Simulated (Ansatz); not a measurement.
`B[Si](F)(F)[SiH3]` + `C1[SiH2][AsH]1` → `[SiH3][As]1C[SiH2]1` + `B[SiH](F)F`  (cleavage of the Si–Si bond)

Gas-phase electronic energies from Ansatz, PBE0-D4/def2-TZVP geometries. CCSD(T)/CBS adds triple-zeta CCSD(T) − MP2 to the extrapolated MP2 energy (def2 sets, frozen cores). DFT in def2-TZVPP. For As outer-core shells are correlated without core-valence functions, which leaves a few kJ/mol of doubt a bond. Scalar relativity is left out up to krypton.

| level | ΔE (kcal/mol) | difference from CCSD(T)/CBS |
| --- | --- | --- |
| LDA (SPW92) | -8.4 | 3.8 |
| r2SCANh-D4 | -10.5 | 1.7 |
| BHLYP-D4 | -11.6 | 0.6 |
| ωB97X-V | -10.3 | 1.9 |
| ωB97M-V | -11.7 | 0.5 |
| B2PLYP | -11.1 | 1.1 |
| PBE-QIDH | -12.2 | 0.0 |
| BHLYP | -10.4 | 1.8 |
| HF/def2-SVP | -10.7 | 1.5 |
| SCS-MP2/def2-QZVPP | -13.9 | -1.7 |
| CCSD(T)/CBS | -12.2 | 0 |

(1) What do rigid-rotor, harmonic-oscillator terms from PBE0-D4/def2-TZVP frequencies (298.15 K, 1 bar) make of the CCSD(T)/CBS value? (Best estimate.)

Largest T1 diagnostic among the species: 0.013.

## Answers

(1) Computed: ΔZPE = +0.8 kcal/mol, ΔH = -11.6 kcal/mol, ΔS = -2 J/(mol·K), ΔG = -11.4 kcal/mol. Modes under 50 cm⁻¹ make the entropy rough.

From r2SCAN to r2SCAN0 (25 % exact exchange), in def2-TZVPP and without D4, ΔE moves by −1.1 kcal/mol. Leaving LDA and LC-ωPBE aside and taking each functional with its dispersion term where it has one, the values, not all of them listed here, spread over 3.5 kcal/mol, from PBE-QIDH to PBE-D4. At CCSD(T), def2-SVP lies +1.4 kcal/mol from the extrapolated value and def2-TZVPP +0.4 kcal/mol.
